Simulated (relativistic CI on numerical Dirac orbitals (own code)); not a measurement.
## Charge states of tantalum

Computed by Dirac-Coulomb-Breit CI, separate exchange-only KLI orbitals for each configuration, model QED, valence Slater integrals scaled by 0.9 (own radial code, finite nucleus).

Each species is treated in one configuration, given outside its closed core. Radial values are for the open shell of highest l, unscaled and averaged over j; ζ includes the Breit term. Labels give the leading LS character, summed over repeated terms.

| Ion | Configuration | Its lowest level | LS weight (%) | F² (cm⁻¹) | F⁴ (cm⁻¹) | ζ (cm⁻¹) | ⟨r⟩ (bohr) | ⟨r²⟩ (bohr²) |
| --- | --- | --- | --- | --- | --- | --- | --- | --- |
| Ta⁴⁸⁺ | 3d⁷ | ⁴F9/2 | 58 | 581400 | 375200 | 208600 | 0.1754 | 0.0357 |
| Ta⁴⁹⁺ | 3d⁶ | J = 4 (mixed) | 41 | 586700 | 378800 | 212700 | 0.174 | 0.03512 |
| Ta⁵⁰⁺ | 3d⁵ | J = 5/2 (mixed) | 25 | 591900 | 382400 | 216700 | 0.1727 | 0.03455 |
| Ta⁵¹⁺ | 3d⁴ | ³P0 | 60 | 597100 | 385900 | 220900 | 0.1714 | 0.034 |
| Ta⁵²⁺ | 3d³ | J = 3/2 (mixed) | 44 | 602200 | 389400 | 225100 | 0.1701 | 0.03346 |
| Ta⁵³⁺ | 3d² | ³F2 | 73 | 607400 | 392900 | 229300 | 0.1688 | 0.03294 |
| Ta⁵⁴⁺ | 3d | ²D3/2 | 100 |  |  | 233700 | 0.1676 | 0.03244 |
| Ta⁵⁵⁺ | 3s²3p⁶ | ¹S0 | 100 |  |  |  |  |  |
| Ta⁵⁶⁺ | 3s²3p⁵ | ²P°3/2 | 100 |  |  | 1.758e+06 | 0.1864 | 0.04026 |
| Ta⁵⁷⁺ | 3s²3p⁴ | ³P2 | 69 | 526500 |  | 1.779e+06 | 0.1855 | 0.03986 |
| Ta⁵⁸⁺ | 3s²3p³ | J = 3/2 (mixed) | 48 | 529000 |  | 1.799e+06 | 0.1845 | 0.03946 |
| Ta⁵⁹⁺ | 3s²3p² | ³P0 | 69 | 531300 |  | 1.82e+06 | 0.1836 | 0.03908 |
| Ta⁶⁰⁺ | 3s²3p | ²P°1/2 | 100 |  |  | 1.841e+06 | 0.1827 | 0.0387 |
| Ta⁶¹⁺ | 3s² | ¹S0 | 100 |  |  |  |  |  |
| Ta⁶²⁺ | 3s | ²S1/2 | 100 |  |  |  | 0.1853 | 0.03925 |
| Ta⁶³⁺ | 2s²2p⁶ | ¹S0 | 100 |  |  |  |  |  |
| Ta⁶⁴⁺ | 2s²2p⁵ | ²P°3/2 | 100 |  |  | 7.012e+06 | 0.06824 | 0.005689 |
| Ta⁶⁵⁺ | 2s²2p⁴ | ³P2 | 68 | 1.383e+06 |  | 7.112e+06 | 0.06782 | 0.005614 |
| Ta⁶⁶⁺ | 2s²2p³ | J = 3/2 (mixed) | 49 | 1.392e+06 |  | 7.213e+06 | 0.0674 | 0.005542 |
| Ta⁶⁷⁺ | 2s²2p² | ³P0 | 68 | 1.402e+06 |  | 7.315e+06 | 0.06699 | 0.005472 |
| Ta⁶⁸⁺ | 2s²2p | ²P°1/2 | 100 |  |  | 7.419e+06 | 0.06659 | 0.005405 |
| Ta⁶⁹⁺ | 2s² | ¹S0 | 100 |  |  |  |  |  |
| Ta⁷⁰⁺ | 2s | ²S1/2 | 100 |  |  |  | 0.07462 | 0.006614 |
| Ta⁷¹⁺ | 1s² | ¹S0 | 100 |  |  |  |  |  |
